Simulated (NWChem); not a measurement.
Program: NWChem. System: H4N, charge 1, spin multiplicity 3, at the geometry of a parent with another charge or spin, in a state set for the comparison that need not be this species' ground state. Its SCF solution wasn't tested for a lower state. Level: ROCR-CCSD(T)/def2-TZVP, 1 core orbitals frozen.

The NWChem input:

```
start mol
memory heap 100 mb stack 700 mb global 1900 mb
charge 1
geometry units angstroms nocenter noautoz
  N      0.000000     0.000000     0.000000
  H      0.842807     0.000000     0.595954
  H     -0.842807     0.000000     0.595954
  H      0.000000     0.842806    -0.595955
  H      0.000000    -0.842806    -0.595955
  symmetry group C2v
end
basis spherical
  * library def2-tzvp
end
scf
  rohf
  nopen 2
  maxiter 100
  thresh 1e-7
  semidirect memsize 60000000 filesize 0
  # guess.movecs holds the orbitals of an unrestricted PBE0 run
  vectors input guess.movecs swap 3 5 output mol.movecs
end
tce
  freeze core 1
  cr-ccsd(t)
  2eorb
  2emet 13
  thresh 1e-6
  maxiter 100
  tilesize 24
end
task tce energy
```

Output (cleaned and shortened):

```
             Northwest Computational Chemistry Package (NWChem) 7.3.0
             --------------------------------------------------------

                                NWChem Input Module
                                -------------------

 Scaling coordinates for geometry "geometry" by  1.889725989
 (inverse scale =  0.529177249)

 Turning off AUTOSYM since
 SYMMETRY directive was detected!

                             Geometry "geometry" -> ""
                             -------------------------

 Output coordinates in angstroms (scale by  1.889725989 to convert to a.u.)

  No.       Tag          Charge          X              Y              Z
 ---- ---------------- ---------- -------------- -------------- --------------
    1 N                    7.0000     0.00000000     0.00000000     0.00000000
    2 H                    1.0000     0.84280700     0.00000000     0.59595400
    3 H                    1.0000    -0.84280700     0.00000000     0.59595400
    4 H                    1.0000     0.00000000     0.84280600    -0.59595500
    5 H                    1.0000     0.00000000    -0.84280600    -0.59595500

 Effective nuclear repulsion energy (a.u.)      16.2380439531

            Nuclear Dipole moment (a.u.)
            ----------------------------
        X                 Y               Z
 ---------------- ---------------- ----------------
     0.0000000000     0.0000000000    -0.0000037795

      Symmetry information
      --------------------

 Group name             C2v
 Group number             16
 Group order               4
 No. of unique centers     3

      Symmetry unique atoms

     1    2    4


 Summary of "ao basis" -> "" (spherical)
 ------------------------------------------------------------------------------
       Tag                 Description            Shells   Functions and Types
 ---------------- ------------------------------  ------  ---------------------
 *                         def2-tzvp                  on all atoms

 Summary of "ao basis" -> "ao basis" (spherical)
 ------------------------------------------------------------------------------
       Tag                 Description            Shells   Functions and Types
 ---------------- ------------------------------  ------  ---------------------
 N                         def2-tzvp                11       31   5s3p2d1f
 H                         def2-tzvp                 4        6   3s1p

                                 NWChem SCF Module
                                 -----------------

  ao basis        = "ao basis"
  functions       =    55
  atoms           =     5
  closed shells   =     4
  open shells     =     2
  charge          =   1.00
  wavefunction    = ROHF
  use symmetry    = T
  symmetry adapt  = T

 Summary of "ao basis" -> "ao basis" (spherical)
 ------------------------------------------------------------------------------
       Tag                 Description            Shells   Functions and Types
 ---------------- ------------------------------  ------  ---------------------
 N                         def2-tzvp                11       31   5s3p2d1f
 H                         def2-tzvp                 4        6   3s1p

      Symmetry analysis of basis
      --------------------------

        a1         24
        a2          5
        b1         13
        b2         13

 Forming initial guess at       0.0s

 Swapping ROHF orbitals     3    5

      Symmetry analysis of molecular orbitals - initial
      -------------------------------------------------
[...]
          10.225828624849           0.000000000000           0.000000000000
           0.000000000000          10.225840757918           0.000000000000
           0.000000000000           0.000000000000          10.225829395815

  Mulliken analysis of the total density
  --------------------------------------

    Atom       Charge   Shell Charges
 -----------   ------   -------------------------------------------------------
    1 N    7     6.62   0.82  1.15  0.63  0.93 -0.45  1.43  1.68  0.39  0.01  0.02  0.00
    2 H    1     0.85   0.20  0.28  0.32  0.04
    3 H    1     0.85   0.20  0.28  0.32  0.04
    4 H    1     0.85   0.20  0.28  0.32  0.04
    5 H    1     0.85   0.20  0.28  0.32  0.04

 Mulliken analysis of the open-shell density
 -------------------------------------------

    Atom       Charge   Shell Charges
 -----------   ------   -------------------------------------------------------
    1 N    7     0.32   0.00 -0.01  0.07  0.02 -0.48  0.30  0.35  0.07  0.00  0.01 -0.00
    2 H    1     0.42   0.03  0.07  0.31  0.01
    3 H    1     0.42   0.03  0.07  0.31  0.01
    4 H    1     0.42   0.03  0.07  0.31  0.01
    5 H    1     0.42   0.03  0.07  0.31  0.01

       Multipole analysis of the density wrt the origin
       ------------------------------------------------

     L   x y z        total         open         nuclear
     -   - - -        -----         ----         -------
     0   0 0 0      1.000000     -2.000000     11.000000

     1   1 0 0      0.000000      0.000000      0.000000
     1   0 1 0      0.000000      0.000000      0.000000
     1   0 0 1     -0.000003     -0.000003     -0.000004

     2   2 0 0     -6.308998     -5.215043      5.073223
     2   1 1 0     -0.000000      0.000000      0.000000
     2   1 0 1     -0.000000     -0.000000      0.000000
     2   0 2 0     -6.308988     -5.215024      5.073211
     2   0 1 1      0.000000      0.000000      0.000000
     2   0 0 2     -5.477391     -6.073086      5.073222

                   NWChem Extensible Many-Electron Theory Module
                   ---------------------------------------------


            General Information
            -------------------
      Number of processors :     1
         Wavefunction type : Restricted open-shell Hartree-Fock
          No. of electrons :    10
           Alpha electrons :     6
            Beta electrons :     4
           No. of orbitals :   110
            Alpha orbitals :    55
             Beta orbitals :    55
        Alpha frozen cores :     1
         Beta frozen cores :     1
     Alpha frozen virtuals :     0
      Beta frozen virtuals :     0
         Spin multiplicity : triplet
    Number of AO functions :    55
       Number of AO shells :    27
        Use of symmetry is : on
      Symmetry adaption is : on
         Schwarz screening : 0.10D-09

          Correlation Information
          -----------------------
          Calculation type : Coupled-cluster singles & doubles w/ perturbation
   Perturbative correction : Completely renormalized (T)
            Max iterations :      100
        Residual threshold : 0.10D-05
     T(0) DIIS level shift : 0.00D+00
     L(0) DIIS level shift : 0.00D+00
     T(1) DIIS level shift : 0.00D+00
     L(1) DIIS level shift : 0.00D+00
     T(R) DIIS level shift : 0.00D+00
     T(I) DIIS level shift : 0.00D+00
   CC-T/L Amplitude update :  5-th order DIIS
                I/O scheme : Global Array Library
        L-threshold :  0.10D-05
        EOM-threshold :  0.10D-05
 no EOMCCSD initial starts read in
 TCE RESTART OPTIONS
 SLICE:      F
 D4D5:       F
 quantumc:   F
 qrotation:  F
 pwtce:      F
 qducc:      F
 nacto:                         0
 nrotv:                         0
 nrot:                          0

            Memory Information
            ------------------
          Available GA space size is     249030750 doubles
          Available MA space size is     104853756 doubles

 Maximum block size supplied by input
 Maximum block size        24 doubles

 tile_dim =     20

 -------------------------------------------------

 Global array virtual files algorithm will be used

 Parallel file system coherency ......... OK

 4-electron integrals stored in orbital form

 v2    file size   =           677771
 4-index algorithm nr.  13 is used
 imaxsize =       30
 imaxsize ichop =        0


CCSD iterations
 ---------------------------------------------------------
 Iter          Residuum       Correlation     Cpu    Wall
 ---------------------------------------------------------
    1   0.1189233068891  -0.2162146335851     0.4     0.4
    2   0.0318863051789  -0.2241490290764     0.3     0.3
    3   0.0149149921973  -0.2278872347555     0.3     0.3
    4   0.0088293110401  -0.2289456816346     0.3     0.3
    5   0.0057813575069  -0.2294970685214     0.3     0.3
    6   0.0015537315616  -0.2302231344761     0.3     0.3
    7   0.0007264617953  -0.2302978930175     0.3     0.3
    8   0.0004328227149  -0.2303032225688     0.3     0.3
    9   0.0002850408458  -0.2303117127246     0.4     0.4
   10   0.0001933013859  -0.2303188559856     0.2     0.2
   11   0.0000402936909  -0.2303351485004     0.3     0.3
   12   0.0000166529784  -0.2303375335566     0.3     0.3
   13   0.0000092656529  -0.2303386638811     0.2     0.2
   14   0.0000057359513  -0.2303391429565     0.3     0.3
   15   0.0000037059872  -0.2303394265142     0.3     0.3
   16   0.0000010130574  -0.2303398362222     0.3     0.3
   17   0.0000005467454  -0.2303398809187     0.3     0.3
 -----------------------------------------------------------------
 Iterations converged
 CCSD correlation energy / hartree =        -0.230339880918694
 CCSD total energy / hartree       =       -56.260361701832515

 Singles contributions

 Doubles contributions
     7b1  (alpha)     5a1  (beta ) ---     6a1  (alpha)     3b1  (beta )        0.1192934948
     8b2  (alpha)     5a1  (beta ) ---     6a1  (alpha)     4b2  (beta )       -0.1192929062
 CR-CCSD(T)

 CR-CCSD[T]  correction energy / hartree =        -0.008853373981623
 CR-CCSD[T] correlation energy / hartree =        -0.239193254900317
 CR-CCSD[T] total energy / hartree       =       -56.269215075814138
 CR-CCSD(T)  correction energy / hartree =        -0.008808011166519
 CR-CCSD(T) correlation energy / hartree =        -0.239147892085212
 CR-CCSD(T) total energy / hartree       =       -56.269169712999030

 Task  times  cpu:        9.4s     wall:        9.4s

 Total times  cpu:        9.5s     wall:        9.5s
```
